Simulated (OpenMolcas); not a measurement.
## GaCl (SMILES [Cl][Ga]): methods side by side

GaCl has 2 atoms, charge 0, and is taken as a singlet. SMILES: `[Cl][Ga]`. The coordinates come from a PBE0-D4/def2-TZVP relaxation.

```xyz
2

Cl    0.0000    0.0000   -0.0236
Ga    0.0000    0.0000    2.1922
```

Each level gives the HOMO–LUMO gap (eV). The values are calculated.

```
         level             kind     program  value (eV)  CPU time
 SVWN5/cc-pVTZ              LDA  OpenMolcas        4.10      16 s
   PBE/cc-pVTZ              GGA  OpenMolcas        4.10      20 s
revPBE/cc-pVTZ              GGA  OpenMolcas        4.11      20 s
  TPSS/cc-pVTZ         meta-GGA  OpenMolcas        4.24      25 s
r2SCAN/cc-pVTZ         meta-GGA  OpenMolcas        4.53      25 s
 B3LYP/cc-pVTZ    global hybrid  OpenMolcas        5.43      21 s
M06-2X/cc-pVTZ  hybrid meta-GGA  OpenMolcas        7.38      28 s
B2PLYP/cc-pVTZ    double hybrid  OpenMolcas        7.56      16 s
```

All-electron rows without a relativistic Hamiltonian named are non-relativistic. The values span 4.10 to 7.56 eV. Orbital gaps aren't excitation energies, and those of double hybrids come from the SCF part alone; they tend to grow with the share of exact exchange. Times are those of the runs behind each value, whatever else they computed, on shared processors of several kinds: orders of magnitude only.
